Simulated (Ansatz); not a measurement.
`O[SiH]([SiH3])N[SiH3]` + `C1=C[SiH2]O1` → `[SiH3]C1=C[SiH2]O1` + `O[SiH2]N[SiH3]`  (formal exchange of groups at the Si–Si bond)

Gas-phase electronic energies from Ansatz, PBE0-D4/def2-TZVP geometries. CBS: MP2 limit from def2 TZ/QZ plus the TZ coupled-cluster correction, frozen cores. Functionals use def2-TZVPP. Each species was taken in one conformer, which may not be the lowest.

CCSD(T)/CBS gives -0.10 eV.

Task: Another level gave +0.06 eV. Which?
A. PBE-D4/def2-TZVPP
B. MP2/def2-TZVPP
C. r2SCAN-D4/def2-TZVPP
D. CCSD/def2-TZVPP

Result: A. PBE-D4 0.06, CCSD/def2-TZVPP -0.11, MP2/def2-TZVPP -0.16, r2SCAN-D4 -0.03 eV.

Largest T1 diagnostic among the species: 0.014.

In def2-TZVPP, CCSD(T) changes the Hartree–Fock value by +0.12 eV (the triples alone add +0.01 eV) and MP2 by +0.05 eV. The D4 term adds +0.04 eV with B3LYP and +0.02 eV with PBE0; it sums over pairs of atoms, weighted by their polarisabilities, and B3LYP, whose exchange is more repulsive, gets the larger term.

B3LYP here is the variant with VWN-RPA as its local correlation; programs differ in this.
